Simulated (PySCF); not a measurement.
Computed with PBE in PySCF with Mo def2-SVP with ECP28, N def2-SVP, I def2-SVP with ECP28; scalar-relativistic core potentials, no spin–orbit coupling; density-fitted integrals.

```xyz
5
charge 0 multiplicity 1, angstrom
Mo    0.0001   -0.3302   -0.3437
N     0.0003   -1.4667   -1.5266
I    -0.0006    1.9655   -1.6044
I     2.1903   -0.7695    1.0235
I    -2.1899   -0.7705    1.0238
```

MoNI3 (singlet), along the line from Mo1 (at 0) through N2 (at 1.640 Å). Core electrons replaced by a potential are absent, the electrostatic potential uses the reduced nuclear charge, and values within about 0.7 Å of such atoms have no physical meaning.

Tabulate the fields along this line at 0.74, 0.90, 1.07, 1.23, 1.39, 1.56, 1.80, 1.97, 2.13, 2.30, 2.46, 2.62 Å.


| distance (Å) | electron density (e/Å³) | electron localisation function | electrostatic potential (V) |
| --- | --- | --- | --- |
| 0.74 | 2.85 | 0.538 | 46.1 |
| 0.90 | 2.21 | 0.546 | 29.3 |
| 1.07 | 2.54 | 0.739 | 32.4 |
| 1.23 | 3.51 | 0.63 | 63.7 |
| 1.39 | 6.34 | 0.102 | 169 |
| 1.56 | 166 | 0.998 | 837 |
| 1.80 | 23.4 | 0.603 | 318 |
| 1.97 | 4.04 | 0.345 | 96.9 |
| 2.13 | 2.39 | 0.889 | 36 |
| 2.30 | 1.26 | 0.941 | 13.4 |
| 2.46 | 0.627 | 0.933 | 4.52 |
| 2.62 | 0.292 | 0.897 | 0.973 |

Stability towards spin polarisation was not tested.
